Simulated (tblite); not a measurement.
Species: C8H10FP.
Cartesian coordinates in Å at the GFN2-xTB level; atoms count from 1:
```
atom  x, y, z in Å
C1     3.199    0.534    0.298
C2     2.616   -0.156   -0.885
C3     1.334   -0.121   -1.225
P4     0.076    0.812   -0.287
C5    -1.345    0.523   -1.378
C6    -2.538    0.215   -0.890
C7    -2.766    0.033    0.582
F8    -3.955   -0.637    0.793
C9    -1.637   -0.719    1.225
C10   -0.372   -0.479    0.915
H11    2.447    1.156    0.782
H12    4.039    1.157   -0.006
H13    3.573   -0.195    1.017
H14    3.315   -0.724   -1.489
H15    0.980   -0.640   -2.108
H16   -1.187    0.674   -2.437
H17   -3.404    0.048   -1.514
H18   -2.891    1.015    1.069
H19   -1.934   -1.478    1.933
H20    0.444   -1.007    1.386
```

Method: GFN2-xTB as coded in tblite; computed harmonic values from a numerical Hessian at the method's own geometry, unscaled. Against measured fundamentals such values can be off by several per cent, at times by over 20. One conformer, not necessarily the lowest.

Harmonic wavenumbers (cm⁻¹): 26.3, 46.7, 122.2, 151.3, 163.0, 204.8, 307.3, 323.6, 337.9, 373.2, 402.5, 519.9, 527.6, 545.8, 653.1, 691.7, 702.3, 712.7, 746.8, 766.1, 793.2, 879.2, 883.0, 901.5, 945.3, 978.4, 1035.2, 1043.6, 1044.2, 1065.6, 1141.0, 1146.9, 1207.2, 1214.1, 1244.4, 1259.4, 1296.8, 1301.2, 1395.3, 1459.6, 1471.6, 1637.5, 1668.5, 1682.5, 2825.6, 2997.0, 3006.8, 3015.4, 3020.9, 3035.5, 3046.2, 3058.5, 3079.0, 3079.8.

A = 3173, B = 607.1, C = 548.2 MHz; mass 156.050 u (most abundant isotopes); point group C1, symmetry number 1.

**Question.** Zero-point energy?

**Answer.** ½Σν̃ = 33592 cm⁻¹ = 401.86 kJ/mol.

**Question.** What is S at 273.15 K and 1 bar for an ideal gas of classical rigid rotors and harmonic oscillators?

**Answer.** Translation 170.02, rotation 124.84, vibration 123.43: S = 418.3 J/(mol K).

**Question.** And Cp and H(273.15 K) − H(0)?

**Answer.** Cp = 163.34 J/(mol K), of which vibrations give 130.08 (their classical limit is 54 R = 449.0); H(273.15 K) − H(0) = 26.48 kJ/mol without the zero-point energy, 17.40 from vibrations.

**Question.** How do the functions run with temperature in this model?

**Answer.** 
```csv
T (K),S (J/(mol K)),Cp (J/(mol K)),H − H(0) (kJ/mol),G − H(0) (kJ/mol),ln q(vib)
150,340.8,102.3,10.17,-40.94,3.76
250,404.4,151.6,22.83,-78.26,6.54
298.15,433.1,175.9,30.72,-98.42,7.89
400,491.6,223.2,51.11,-145.54,10.77
600,596.2,292.4,103.17,-254.57,16.42
900,727.9,355.6,201.21,-453.87,24.42
```

q(vib) and H(0) count from the zero-point level.

**Question.** What must be added to the electronic energy to get the Gibbs energy at 273.15 K and 1 bar?

**Answer.** ZPE + [H(273.15 K) − H(0)] − T·S = 401.86 + 26.48 − 114.26 = 314.08 kJ/mol.

Hindered rotation and anharmonicity are outside this model. Other conformers, if any are populated, would add a mixing term that is left out. The structure is chiral; the term R ln 2 for an equal mix with its mirror image is left out.
